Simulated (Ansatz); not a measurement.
`[SiH3][SiH2]S` + `B[NH][GaH][F]` → `BN[SiH]([SiH3])S` + `[F][GaH2]`  (redistribution)

Gas-phase electronic energies from Ansatz, PBE0-D4/def2-TZVP geometries. CCSD(T)/CBS is the MP2 limit (def2-TZVPP, def2-QZVPP) plus CCSD(T) − MP2 in def2-TZVPP, frozen cores. Functionals use def2-TZVPP. For Ga outer-core shells are correlated without core-valence functions, which leaves a few kJ/mol of doubt a bond. Scalar relativity is left out up to krypton. One conformer a species, not always the lowest.

`[SiH3][SiH2]S`:

Cartesian coordinates in Å:
```
Si -1.521 0.275 0.123
Si 0.774 -0.111 0.348
S 1.533 -0.373 -1.639
H -1.755 1.489 -0.702
H -2.124 0.477 1.468
H -2.172 -0.891 -0.531
H 1.436 1.039 1.021
H 1.023 -1.325 1.173
H 2.807 -0.580 -1.261
```

`B[NH][GaH][F]`:

Z-matrix (Å, degrees):
```
B
N 1 1.399
H 1 1.202 2 118.6
H 1 1.198 2 120.6 3 -180.0
Ga 2 1.836 1 123.6 3 0.0
H 2 1.010 1 118.7 3 180.0
F 5 1.756 2 111.7 1 179.9
H 5 1.541 2 128.4 1 -0.1
```

`BN[SiH]([SiH3])S`:

Cartesian coordinates in Å:
```
B 0.606 1.539 -1.247
N 1.270 0.813 -0.254
Si 0.655 -0.583 0.594
Si -1.413 -1.219 -0.287
S 0.497 -0.236 2.702
H -0.493 1.192 -1.581
H 1.130 2.490 -1.749
H 2.187 1.140 0.022
H 1.662 -1.677 0.545
H -1.808 -2.477 0.404
H -2.427 -0.173 0.009
H -1.361 -1.465 -1.751
H -0.505 0.655 2.595
```

`[F][GaH2]`:

```xyz
4

F     0.825   -1.357   -0.380
Ga   -0.064    0.105    0.029
H     0.109    0.550    1.509
H    -0.871    0.702   -1.158
```

Is it downhill or uphill in electronic energy at CCSD(T)/CBS, and by how much? (Estimate.)

The calculation gave: Downhill: ΔE = -6.2 kJ/mol.

What do these levels give: PBE-D4, r2SCAN-D4, ωB97X-V, PBE, r2SCAN, PBE0, HF/def2-TZVPP, SCS-MP2/def2-TZVPP, CCSD/def2-TZVPP, CCSD(T)/def2-TZVPP, HF/CBS(def2), CCSD/CBS(def2)? (An estimate is asked.)

Computed: PBE-D4 -12.3, r2SCAN-D4 -10.9, ωB97X-V -10.5, PBE -7.0, r2SCAN -9.1, PBE0 -7.3, HF/def2-TZVPP -2.7, SCS-MP2/def2-TZVPP -4.0, CCSD/def2-TZVPP -3.8, CCSD(T)/def2-TZVPP -4.8, HF/CBS(def2) -3.8, CCSD/CBS(def2) -5.1 kJ/mol.

Largest T1 diagnostic among the species: 0.014.

The D4 term adds −8.2 kJ/mol with B3LYP and −4.9 kJ/mol with PBE0; it sums over pairs of atoms, weighted by their polarisabilities, and B3LYP, whose exchange is more repulsive, gets the larger term.

B3LYP here is the variant with VWN-RPA as its local correlation; programs differ in this.
